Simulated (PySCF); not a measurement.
**Peak assignment**

Numbering as in the mapped SMILES `[CH2:1]=[CH:2][C:3](=[CH2:4])[C:5](=[CH2:6])[CH2:7][C:8]#[N:9]`. Each H is labelled by its parent atom. Ha(C4) is cis to C2; Ha(C1), Ha(C6) are cis to C3; Hb(C4) is trans to C2; Hb(C1), Hb(C6) are trans to C3.

PySCF 2.14.0 with density-fitted response routines calculation with PBE0/pcSseg-1 with gauge-including orbitals and geometry from GFN2-xTB; no solvent model, relativity neglected, one conformer, equivalent nuclei averaged.

Scale: $^{13}$C (σref 186.93) and $^{1}$H (σref 31.72) vs TMS (reference shieldings calculated alike).

Task: Assign these signals to the numbered atoms. $^{13}$C{$^{1}$H} NMR (computed): δ 157.1, 146.6, 146.2, 127.9, 127.1, 122.6, 121.3, 30.5.

Result: 
157.1 → C3, fully substituted alkene carbon: an sp2 carbon of a C=C bond
146.6 → C5, fully substituted alkene carbon
146.2 → C2, alkene CH: an sp2 carbon of a C=C bond
127.9 → C1, terminal =CH2 carbon: the olefinic region
127.1 → C6, terminal =CH2 carbon
122.6 → C4, terminal =CH2 carbon
121.3 → C8, nitrile carbon: this is the usual window of a C≡N carbon, which has no attached hydrogen
30.5 → C7, allylic sp3 CH2: a saturated carbon with 2 carbon neighbours and no heteroatom attached

C5 and C2; C1 and C6; C4 and C8 lie closer than the usual error of such a calculation, so a measured spectrum could show them in the other order.

Task: Assign these signals to the numbered atoms. $^{1}$H NMR (600 MHz, computed): δ 6.81 (m, 1H), 6.11 (m, 1H), 5.79 (m, 1H), 5.78 (br s, 1H), 5.54 (br s, 1H), 5.35 (br s, 1H), 5.28 (br s, 1H), 3.16 (s, 2H).

Result: 
```tsv
δ (ppm)	atoms	environment	reason
6.81	H(C2)	hydrogen on an alkene CH	olefinic region
6.11	Ha(C1)	hydrogen on a terminal =CH2 carbon	olefinic region
5.79	Hb(C1)	hydrogen on a terminal =CH2 carbon	–
5.78	Hb(C6)	hydrogen on a terminal =CH2 carbon	–
5.54	Ha(C4)	hydrogen on a terminal =CH2 carbon	–
5.35	Ha(C6)	hydrogen on a terminal =CH2 carbon	–
5.28	Hb(C4)	hydrogen on a terminal =CH2 carbon	–
3.16	H(C7)	hydrogen on an allylic sp3 CH2	allylic position
```

Hb(C1) and Hb(C6); Ha(C6) and Hb(C4) lie closer than the usual error of such a calculation, so a measured spectrum could show them in the other order.

Shifts are as computed. Against solution values, carbons near 30 ppm lie about +3 ppm off and those near 130 ppm about +5 ppm. Of 1313 compounds with measured shifts, 239 miss one by over three times the rms of a fit or turn the order of signals round; such compounds aren't used in these exercises. No couplings were computed; multiplicities are counted from neighbouring protons, with m where these are inequivalent, close in shift, in a saturated or five-membered ring or joined by F or P, and br s for small geminal =CH2 splittings.
